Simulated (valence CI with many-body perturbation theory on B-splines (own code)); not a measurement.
# Xe L: magnetic and hyperfine properties of the levels

Calculated by valence CI with perturbative core correlation (CI+MBPT): three valence electrons over a frozen Dirac-Fock core [He], radial functions for each j: 11 s, 11 p, 9 d, 7 f, 5 g, 2 h, 1 i, with the one-electron correlation potential Σ1 (screened to all orders), the two-electron term Σ2, the three-electron term Σ3, Breit, model QED; selected single and double excitations, second order for the rest (own B-spline code, finite nucleus).

No measured spectrum was set against this ion. As an estimate, large intervals hold to a few tenths of a per cent, small ones and those within an open d or f shell to about a per cent.

A/g_I is the dipole constant over the nuclear g factor μ/I (μ in nuclear magnetons, uniformly magnetised nucleus), B/Q the quadrupole constant per barn. Both hold the static response of the core; the bare values leave it out. Large factors of s and p1/2 electrons are usually good to 5 to 10 %; those of open d and f shells near neutrality can be off by tens of per cent, and small factors of p3/2, d and f electrons come from cancelling terms and can be off by a factor of two or in sign, in half-filled shells by more. B is blank for J = 1/2, where it vanishes, and for nearly pure S terms. Energies count from the lowest level.

Levels are named by their leading jj configuration (3d3/2^4 stands for four electrons in 3d with j = 3/2), which in mixed levels can hold well under half, so a name can repeat and another be missing. Letters in brackets count levels of one name in rising energy.

```
                     Level  E (Ry)      g  A/g_I (MHz)  A/g_I bare  B/Q (MHz/b)  B/Q bare
        (2s^2 2p1/2) J=1/2    0.00  0.641      2050000     2040000                       
        (2s 2p1/2^2) J=1/2   12.01  2.174      6150000     6080000                       
        (2s^2 2p3/2) J=3/2   26.34  1.315       310000      318000       592000    593000
(2s 2p1/2 2p3/2) J=3/2 [a]   34.71  1.656      1600000     1590000       468000    469000
    (2s 2p1/2 2p3/2) J=5/2   37.04  1.352      1850000     1840000       397000    398000
(2s 2p1/2 2p3/2) J=3/2 [b]   40.72  0.964        19800       35000       372000    373000
    (2s 2p1/2 2p3/2) J=1/2   40.74  1.218     -2050000    -2000000                       
     (2p1/2^2 2p3/2) J=3/2   53.58  1.358       276000      294000       546000    547000
        (2s 2p3/2^2) J=5/2   62.38  1.409      1530000     1530000       193000    193000
        (2s 2p3/2^2) J=1/2   67.80  1.883      6350000     6260000                       
        (2s 2p3/2^2) J=3/2   67.88  1.191      -888000     -857000      -134000   -134000
     (2p1/2 2p3/2^2) J=3/2   77.58  1.437       -55500      -33400        72500     72700
     (2p1/2 2p3/2^2) J=5/2   79.03  1.180       646000      654000        -2420     -2420
     (2p1/2 2p3/2^2) J=1/2   81.85  0.641      2060000     2040000                       
           (2p3/2^3) J=3/2  106.31  1.284       303000      317000      -617000   -618000
           (2s^2 3s) J=1/2  380.87  1.992      1870000     1850000                       
        (2s^2 3p1/2) J=1/2  385.02  0.669       604000      600000                       
   (2s 2p1/2 3s) J=1/2 [a]  389.01  2.386      3600000     3550000                       
       (2s 2p1/2 3s) J=3/2  390.21  1.544      3120000     3090000       -64800    -64900
   (2s 2p1/2 3s) J=1/2 [b]  391.86  0.737      3200000     3170000                       
(2s 2p1/2 3p1/2) J=1/2 [a]  392.52  0.263      -398000     -385000                       
        (2s^2 3p3/2) J=3/2  393.06  1.353       378000      378000       136000    137000
    (2s 2p1/2 3p1/2) J=3/2  393.92  1.112      2880000     2850000       -86500    -86700
(2s 2p1/2 3p1/2) J=1/2 [b]  396.02  1.996      6370000     6290000                       
        (2s^2 3d3/2) J=3/2  396.08  0.810       166000      165000        21500     21800
        (2s^2 3d5/2) J=5/2  398.18  1.194        42000       41800        46700     47100
(2s 2p1/2 3p3/2) J=3/2 [a]  400.93  1.405       337000      337000       167000    167000
    (2s 2p1/2 3p3/2) J=1/2  401.78  1.441     -1430000    -1410000                       
    (2s 2p1/2 3p3/2) J=5/2  402.54  1.339      1700000     1690000        69100     69200
(2s 2p1/2 3p3/2) J=3/2 [b]  402.75  1.245       942000      935000       111000    111000
(2s 2p1/2 3d3/2) J=3/2 [a]  403.32  0.556      -563000     -553000        41200     41500
    (2s 2p1/2 3d3/2) J=5/2  404.83  1.035      1520000     1500000       -44400    -44200
        (2p1/2^2 3s) J=1/2  405.21  1.855       606000      602000                       
    (2s 2p1/2 3d3/2) J=1/2  405.52  0.447     -2040000    -2020000                       
(2s 2p1/2 3d3/2) J=3/2 [b]  405.91  1.227      1560000     1540000        68000     68100
(2s 2p1/2 3d5/2) J=5/2 [a]  406.25  1.333       574000      566000        33700     34100
    (2s 2p1/2 3d5/2) J=7/2  407.63  1.242      1210000     1200000       -69100    -68900
     (2p1/2^2 3p1/2) J=1/2  408.00  0.612       -41300      -38400                       
    (2s 2p1/2 3d5/2) J=3/2  408.41  1.065     -1410000    -1390000         9670      9930
(2s 2p1/2 3d5/2) J=5/2 [b]  408.41  1.052       141000      141000       114000    114000
```

Problem. Take the isotope of mass number 131, with I = 3/2, μ = 0.69185 μN and Q = -0.114 b. What is the hyperfine structure of (2s 2p1/2^2) J=1/2?

Solution. From the table A = 2840000 MHz. Shifts from the centre of gravity in MHz: F = 1: -3550000, F = 2: 2130000.
